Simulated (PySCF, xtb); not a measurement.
Si(AsH2)(F)2(H) (AsF₂H₃Si), SMILES F[SiH]([AsH2])F.

GFN2-xTB (xtb) at its own geometry gives an orbital gap of 5.08 eV and a dipole moment of 2.52 D.

The structure is a stationary point at B3LYP-D3(BJ)/def2-SVP.

Q: What does PBE0/def2-TZVP run with PySCF give? (An estimate is asked for; the answer gives what the named calculation found.)

A: gap 7.88 eV (levels -8.03 and -0.15 eV), dipole 2.01 D.
